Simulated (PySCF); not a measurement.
quinoxaline (C₈H₆N₂), SMILES c1ccc2nccnc2c1. Geometry optimised at B3LYP-D3(BJ)/def2-SVP.

These are B3LYP-D3(BJ)/def2-SVP (PySCF) values and carry that method's errors.

Harmonic wavenumbers (cm⁻¹): 177, 186, 402, 422, 489, 515, 538, 547, 618, 664, 780, 784, 838, 852, 888, 927, 966, 1000, 1005, 1033, 1035, 1055, 1138, 1154, 1238, 1254, 1282, 1346, 1402, 1409, 1459, 1510, 1545, 1620, 1635, 1674, 3139, 3155, 3181, 3193, 3207, 3210. Rotational constants (GHz): 3.167, 1.303, 0.9231; symmetry number 2.

Problem. Work out the zero-point energy and the ideal-gas rigid-rotor harmonic-oscillator thermochemistry at 298.15 K and 1 atm.

Solution. ZPE = ½ Σ hcν = ½ × 54473 cm⁻¹ = 77.87 kcal/mol. H − E(el) = 82.52 kcal/mol. Entropy in cal/(mol K): translation 40.50, rotation 27.45, vibration 11.58, total 79.53. G − E(el) = 58.81 kcal/mol. Cp = 28.63 cal/(mol K).
